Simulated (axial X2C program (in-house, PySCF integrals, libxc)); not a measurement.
## BBr⁺: cheaper levels and CCSD(T), with spin–orbit coupling

Computed with an axial X2C code built on PySCF integrals. Two-component (2c) means X2C with spin–orbit coupling and atomic mean-field two-electron Coulomb and Gaunt terms. Basis: Br dyall-cv3z [8s9p6d4f1g], B dyall-v3z [7s6p2d1f] (cores contracted in-house); Gaussian nuclei, density fitting, unrestricted open shells. Masses: Br 78.918 u, B 11.009 u.

State: Ω = 1/2 (⟨Sz⟩ = 0.50, ⟨Lz⟩ = 0.00 at HF); fragments Br + B+.

```json
{"level": "PBE0", "Re (Å)": "1.746", "ωe (cm⁻¹)": "947.6", "De (eV)": "3.67"}
{"level": "HF", "Re (Å)": "1.746", "ωe (cm⁻¹)": "958.5", "De (eV)": "2.37"}
{"level": "MP2", "Re (Å)": "1.744", "ωe (cm⁻¹)": "980.3", "De (eV)": "3.30"}
{"level": "CCSD", "Re (Å)": "1.750", "ωe (cm⁻¹)": "944.1", "De (eV)": "2.66"}
{"level": "PBEsol", "Re (Å)": "1.753", "ωe (cm⁻¹)": "926.4", "De (eV)": "4.13"}
```

Correlated methods: 9 electrons correlated (number of frozen shells: Br 3 s, 2 p, 1 d; B 1 s), 191 virtual spin orbitals or spinors in MP2, 90 natural virtuals in coupled cluster.

CCSD(T), same Hamiltonian and basis:

Re = 1.755 Å, ωe = 936.5 cm⁻¹, De = 2.87 eV; T1 = 0.023 (Lee–Taylor normalisation).

(1) Give the differences from CCSD(T) in the columns below.

One determinant describes the state; a PBE0 search over occupations chose it and may have missed a lower one. De is counted from the lowest determinant-based energies of the atoms at the same level, without counterpoise correction. Density functionals use the spin component along the axis (collinear). CCSD and (T) use frozen natural virtuals with an MP2 correction for the truncation; (T) itself is uncorrected, so its De runs slightly low. Without a current term, density functionals place determinants with orbital angular momentum somewhat too high.

Answers

(1) 

```csv
level,ΔRe (Å),Δωe (cm⁻¹),ΔDe (eV)
PBE0,-0.009,11,0.80
HF,-0.009,22,-0.50
MP2,-0.011,44,0.43
CCSD,-0.005,8,-0.21
PBEsol,-0.002,-10,1.26
```
